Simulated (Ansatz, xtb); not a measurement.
Relaxing a trial structure of C3H8AlFO

The starting geometry of this gas-phase singlet was built from a drawn formula by distance geometry and a force field; its bonds are those of `CO[C@@H](F)[AlH][CH3]`.

```yaml
atoms:
  - { symbol: C, position_ang: [-0.1867, -0.9184, -1.8572] }
  - { symbol: C, position_ang: [-0.3667, -0.1528, 0.2798] }
  - { symbol: C, position_ang: [1.0234, 1.1458, 3.1653] }
  - { symbol: Al, position_ang: [0.1100, 1.4245, 1.4805] }
  - { symbol: F, position_ang: [0.1185, -1.2620, 0.9442] }
  - { symbol: O, position_ang: [0.3432, 0.0333, -0.9133] }
  - { symbol: H, position_ang: [0.4113, -0.8318, -2.7951] }
  - { symbol: H, position_ang: [-1.2692, -0.7287, -2.0987] }
  - { symbol: H, position_ang: [-0.0238, -1.9733, -1.4900] }
  - { symbol: H, position_ang: [-1.4462, -0.1819, 0.1975] }
  - { symbol: H, position_ang: [-0.2873, 2.8799, 0.9646] }
  - { symbol: H, position_ang: [1.9998, 0.6401, 2.9773] }
  - { symbol: H, position_ang: [0.4132, 0.4768, 3.8102] }
  - { symbol: H, position_ang: [1.1610, 2.1189, 3.6762] }
```

**Question.** Predict what becomes of its bonds when it is optimised with r2SCAN-D4/def2-SVP.

**Answer.** A new bond forms, giving a structure given below by its coordinates. Contacts that close: Al4–O6 (2.78 → 1.98 Å).

The energy falls by 0.55 eV over 32 steps:

```
step  E − E(last) (eV)
   1             0.554
   4             0.215
   8             0.145
  11             0.022
  15             0.016
  18             0.013
  22             0.004
  25             0.002
  29             0.000
  32             0.000
```

Final geometry (Å):

```yaml
atoms:
  - { symbol: C, position_ang: [0.2890, -0.5748, -1.4352] }
  - { symbol: C, position_ang: [-1.1642, -0.3124, 0.5897] }
  - { symbol: C, position_ang: [1.2137, 0.9577, 2.6209] }
  - { symbol: Al, position_ang: [-0.2412, 1.2711, 1.3570] }
  - { symbol: F, position_ang: [-0.8473, -1.5814, 1.0279] }
  - { symbol: O, position_ang: [-0.0844, 0.1540, -0.2654] }
  - { symbol: H, position_ang: [1.1519, -0.0651, -1.8823] }
  - { symbol: H, position_ang: [-0.5530, -0.5840, -2.1472] }
  - { symbol: H, position_ang: [0.5584, -1.6041, -1.1567] }
  - { symbol: H, position_ang: [-2.0849, -0.3983, -0.0172] }
  - { symbol: H, position_ang: [-0.7890, 2.7161, 0.9795] }
  - { symbol: H, position_ang: [1.4597, -0.1140, 2.7052] }
  - { symbol: H, position_ang: [0.9557, 1.3148, 3.6336] }
  - { symbol: H, position_ang: [2.1362, 1.4908, 2.3314] }
```

From the same start GFN2-xTB reaches the same bonding as this run.

No frequencies were run, so the end isn't proven a minimum. Run with Ansatz 0.2.0, 120 s on 2 threads of Intel(R) Xeon(R) Platinum 8488C (Sapphire Rapids), with other jobs on the host.
